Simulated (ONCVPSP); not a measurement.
## Before and after: ONCV potential for Ca (Z = 20)

Ca, optimised norm-conserving Vanderbilt (ONCV), made with ONCVPSP 4.0.1 (PBE, scalar-relativistic). Core [Ne], reference 3s2 3p6 4s2. Waves: 3s+4s: rc 1.70 bohr, ncon 3, nbas 6, qcut 9 1/bohr, 2 projectors; 3p: rc 1.85 bohr, ncon 3, nbas 7, qcut 5.8 1/bohr, 1 projector; d scattering state at 0.09 Ha: rc 1.55 bohr, ncon 4, nbas 6, qcut 6.8 1/bohr, local. Local part: the d channel. Core correction: Teter function fitted to the true core (icmod 2), fcfact 0.6.

In the d channel the program set the typed energies aside and used 0.050 Ha.

Change: d: rc 1.7. In the d channel the program set the typed energies aside and used -0.072 Ha.

Cutoffs: the cutoffs (Ha) at which the residual kinetic energy of the hardest occupied pseudo-wave falls to 1 and 0.1 mHa per electron; they do not see the model core or the augmentation charge, which bear on the density cutoff. Errors are all-electron minus pseudo energies relative to the spin-unpolarised reference configuration.

Q: What does the change do?

A: The potential gets neither clearly harder nor softer (20 Ha and 25 Ha → 20 Ha and 25 Ha); both files keep a bound ghost (s); the number of tests with a reliable result goes from 3 to 0.

| quantity | base | changed |
| --- | --- | --- |
| cutoff, loose | 20 Ha | 20 Ha |
| cutoff, tight | 25 Ha | 25 Ha |
| bound ghosts | s | s |
| GHOST(+) flags under 300 eV | none | none |
| tests with a reliable result | 3 of 4 | 0 of 4 |
| s: phases at 1.73 bohr within 0.05 rad from the reference energy up to (Ha; the scan ends near 5) | 1.5 | 1.3 |
| p: phases at 1.88 bohr within 0.05 rad from the reference energy up to (Ha; the scan ends near 5) | 0.9 | 0.8 |
| rms error of d²Exc/dni dnj with the model core, mHa | 0.46 | 0.79 |

 A true bound ghost makes a file unfit for plane-wave use even where its test errors are small: the radial tests pick states by their node count and pass the ghost by.
